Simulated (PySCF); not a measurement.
This PySCF input asks for the NMR shieldings of `CCPc1cccc(F)c1`, C8H10FP; the geometry comes from GFN2-xTB.

```python
import basis_set_exchange as bse
import numpy as np
from pyscf import gto, dft
from pyscf.prop import nmr

atoms = """
C     2.393265   -0.172788    0.525049
C     2.231544   -0.272173   -0.984491
P     0.930945    0.853468   -1.703349
C    -0.470931    0.379803   -0.624093
C    -1.061576   -0.867969   -0.806735
C    -2.138993   -1.259805   -0.034656
C    -2.659399   -0.406137    0.923977
C    -2.077702    0.838246    1.080803
F    -2.578484    1.682239    2.009160
C    -0.995349    1.247339    0.325782
H     1.471987   -0.453193    1.032663
H     2.650561    0.843366    0.819154
H     3.187482   -0.837521    0.860649
H     1.974144   -1.294241   -1.276634
H     3.168948   -0.016992   -1.486707
H     1.292185    1.972033   -0.941845
H    -0.666426   -1.533317   -1.561836
H    -2.582956   -2.233186   -0.180269
H    -3.500220   -0.687732    1.537328
H    -0.574175    2.229237    0.483013
"""
names = dict.fromkeys(["C", "P", "F", "H"], "pcSseg-1")
basis = {el: gto.basis.parse(bse.get_basis(n, elements=[el], fmt="nwchem")) for el, n in names.items()}
mol = gto.M(atom=atoms, basis=basis, charge=0, verbose=0)
mf = dft.RKS(mol, xc="PBE0")
mf.grids.level = 2
mf.grids.alignment = dft.numint.BLKSIZE   # the property module wants whole blocks of grid points
mf.conv_tol = 1e-9
mf.kernel()

calc = nmr.RKS(mf)   # GIAO
C = mf.mo_coeff
Co = C[:, mf.mo_occ > 0]
resp = mf.gen_response(singlet=True, hermi=2)
def vind(x):   # induced exchange potential for any number of trial vectors
    d = np.einsum("pi,xij,qj->xpq", C, 2 * x.reshape(-1, C.shape[1], Co.shape[1]), Co, optimize=True)
    return np.einsum("xpq,pi,qj->xij", resp(d - d.transpose(0, 2, 1)), C, Co, optimize=True).ravel()
mo1, _ = nmr.rhf.solve_mo1(calc, with_cphf=vind)
sigma = calc.kernel(mo1)
for i, s in enumerate(sigma):   # ppm
    print("%2d %-2s %9.2f" % (i, mol.atom_pure_symbol(i), np.trace(s) / 3))
```

Q: Give the expected output.

A: 
```
 0 C     168.46
 1 C     163.46
 2 P     356.95
 3 C      38.81
 4 C      55.49
 5 C      51.03
 6 C      67.09
 7 C      14.81
 8 F     285.36
 9 C      60.01
10 H      30.77
11 H      30.99
12 H      30.37
13 H      30.19
14 H      30.01
15 H      27.84
16 H      24.39
17 H      24.09
18 H      24.51
19 H      24.17
```

These numbers come from an equivalent density-fitted implementation of the same equations, which agrees with the script to about 0.01 ppm for H and up to a few tenths of a ppm for heavy atoms, so last digits may differ.

Size and cost of the density-fitted run: 227 basis functions, 49 s wall time on 1 thread of an Arm Neoverse V1, shared host; peak memory 1.1 GiB.
